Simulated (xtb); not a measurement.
Mg(SeH)(SiH3) (H₄MgSeSi), SMILES [SiH3][Mg][SeH]. All values are semi-empirical tight-binding results from xtb (GFN2-xTB unless named), good for trends rather than for accurate numbers. Coordinates come from a GFN2-xTB optimisation. Other conformers were not sampled.

For metal compounds this method's bond lengths and energies can be far off.

Q: Estimate the properties. (An estimate is asked for; the answer gives what the named calculation found.)

A: 
```
Item                                           Value
-------------------------------------  -------------
orbital gap                                  2.81 eV
zero-point energy                      17.9 kcal/mol
G − E(el) at 298.15 K (modified RRHO)  -2.9 kcal/mol
```
